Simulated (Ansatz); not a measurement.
Basis-set extrapolation for CH$_{5}$B$_{2}$ClO (PBE0-D4/def2-TZVP geometry, frozen core, Ansatz 0.2.0). Multiplicity 1, RHF reference.

```csv
,def2-TZVPP,def2-QZVPP
HF,-624.548972,-624.569272
MP2 correlation,-0.806889,-0.868981
CCSD(T) correlation,-0.891965,not run
```

Energies in hartree. Use E(X) = E(∞) + A·exp(−7.88·√X) for Hartree–Fock and E(X) = E(∞) + B·X^(−2.97) for correlation, with X = 3 and 4, and add CCSD(T) minus MP2 of the smaller set to the MP2 limit.

Q: What is the CCSD(T) energy at the basis-set limit?

A: HF limit: -624.569272 + (-0.020300) × 0.13774 = -624.57207. MP2 limit: -0.868981 + (-0.062092) × 0.74074 = -0.91498. Higher-order term: -0.891965 − (-0.806889) = -0.08508. Total: -625.57213 hartree, 3.57 eV below CCSD(T)/def2-TZVPP.
